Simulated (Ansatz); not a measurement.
`C[SiH]1[O][Al]1[TeH]` and `C[SiH]1[O][Al]1[OH]` differ in one atom or group.

Ansatz, PBE0-D4/def2-TZVP geometries, multiplicity 1. Each molecule was computed in one conformer, which needn't be the lowest.

Elements past krypton have def2 core potentials.

```csv
property,`C[SiH]1[O][Al]1[TeH]`
HOMO–LUMO gap (PBE/def2-TZVPP) / eV,2.81
HOMO–LUMO gap (ωB97M-V/def2-TZVPP) / eV,8.08
size of the dipole moment (PBE/def2-TZVPP) / D,1.10
size of the dipole moment (ωB97M-V/def2-TZVPP) / D,1.32
HOMO–LUMO gap (B3LYP/def2-TZVPP) / eV,4.16
HOMO energy (ωB97M-V/def2-TZVPP) / eV,-8.04
```

(1) What does the change do to each property? (Best estimate.)

Answers

(1) Ansatz gave: 
| property | `C[SiH]1[O][Al]1[OH]` | shift |
| --- | --- | --- |
| HOMO–LUMO gap (PBE/def2-TZVPP) / eV | 2.93 | 0.12 |
| HOMO–LUMO gap (ωB97M-V/def2-TZVPP) / eV | 8.43 | 0.35 |
| size of the dipole moment (PBE/def2-TZVPP) / D | 2.25 | 1.15 |
| size of the dipole moment (ωB97M-V/def2-TZVPP) / D | 2.58 | 1.26 |
| HOMO–LUMO gap (B3LYP/def2-TZVPP) / eV | 4.36 | 0.20 |
| HOMO energy (ωB97M-V/def2-TZVPP) / eV | -8.11 | -0.07 |

Dipoles are sizes alone; their direction can turn.

B3LYP here is the variant with VWN-RPA as its local correlation; programs differ in this.

Spin–orbit coupling is left out; it splits and shifts lone-pair levels of the heavy atoms by tenths of an eV.
